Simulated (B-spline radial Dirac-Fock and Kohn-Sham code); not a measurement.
Sb²⁺: eigenvalues, ΔSCF and the reference

System: Sb²⁺, [Kr] 4d10 5s2 5p1.

The density-functional columns are spherical, spin-unpolarised Dirac-Kohn-Sham results without Breit or QED terms: −ε is minus the orbital energy of the initial state and ΔSCF the difference of two total energies. The reference in the last column comes from multi-electron Dirac-Fock with separately optimised hole states, Breit and Lamb-shift corrections added in first order. All numbers are from a radial atomic solver, in eV; a selection of levels is shown. For the 1s level of heavy atoms much of the gap between ΔSCF and the reference is the Breit and QED part, -102.4 eV here; for other levels the error of the functional can be larger.

| level | LDA −ε | LDA ΔSCF | PBE −ε | PBE ΔSCF | Dirac-Fock |
| --- | --- | --- | --- | --- | --- |
| K | 30266.9 | 30611.8 | 30301.7 | 30647.7 | 30519.3 |
| L1 | 4621.1 | 4682.8 | 4625.4 | 4686.9 | 4734.1 |
| L2 | 4327.0 | 4403.8 | 4328.5 | 4405.2 | 4410.7 |
| L3 | 4075.5 | 4147.6 | 4076.7 | 4148.6 | 4162.3 |
| M1 | 920.5 | 941.9 | 921.8 | 943.1 | 976.5 |
| M2 | 800.0 | 822.1 | 800.4 | 822.4 | 844.2 |
| M3 | 753.6 | 775.0 | 753.9 | 775.2 | 797.3 |
| M4 | 540.0 | 563.5 | 539.6 | 563.2 | 566.0 |
| M5 | 530.3 | 553.6 | 530.0 | 553.3 | 556.7 |
| N1 | 166.9 | 177.2 | 167.1 | 177.4 | 190.4 |
| N2 | 126.1 | 136.1 | 126.1 | 136.1 | 143.9 |
| N3 | 117.4 | 127.2 | 117.5 | 127.3 | 135.3 |
| N4 | 52.73 | 61.53 | 52.58 | 61.38 | 60.32 |
| N5 | 51.47 | 60.20 | 51.33 | 60.07 | 59.09 |
| O1 | 29.81 | 34.96 | 29.40 | 34.51 | 32.47 |
| O2,3 | 20.43 | 24.81 | 20.10 | 24.44 | 24.04 |

Problem. Order the estimates of the K (1s) level by their distance from the Dirac-Fock value, nearest first.
A. LDA ΔSCF
B. PBE ΔSCF
C. PBE −ε
D. LDA −ε

Solution. A (92.6 eV), B (128.4 eV), C (217.6 eV), D (252.4 eV).

Values without a named source are computed, but for edge energies of neutral atoms, which are taken from tables.
